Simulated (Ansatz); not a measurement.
Basis-set extrapolation for C$_{2}$H$_{7}$N$_{2}$Si, SMILES `C=C[Si](N)N` radical (PBE0-D4/def2-TZVP geometry, frozen core, the Gaussian-basis code of Ansatz). Multiplicity 2, UHF reference.

|  | def2-TZVPP | def2-QZVPP |
| --- | --- | --- |
| HF | -477.743502 | -477.762297 |
| MP2 correlation | -0.844659 | -0.904675 |
| CCSD(T) correlation | -0.928348 | not run |

Energies in hartree. Use E(X) = E(∞) + A·exp(−7.88·√X) for Hartree–Fock and E(X) = E(∞) + B·X^(−2.97) for correlation, with X = 3 and 4, and add CCSD(T) minus MP2 of the smaller set to the MP2 limit.

What is the CCSD(T) energy at the basis-set limit?

HF limit: -477.762297 + (-0.018795) × 0.13774 = -477.76489. MP2 limit: -0.904675 + (-0.060016) × 0.74074 = -0.94913. Higher-order term: -0.928348 − (-0.844659) = -0.08369. Total: -478.79771 hartree, 330.4 kJ/mol below CCSD(T)/def2-TZVPP.
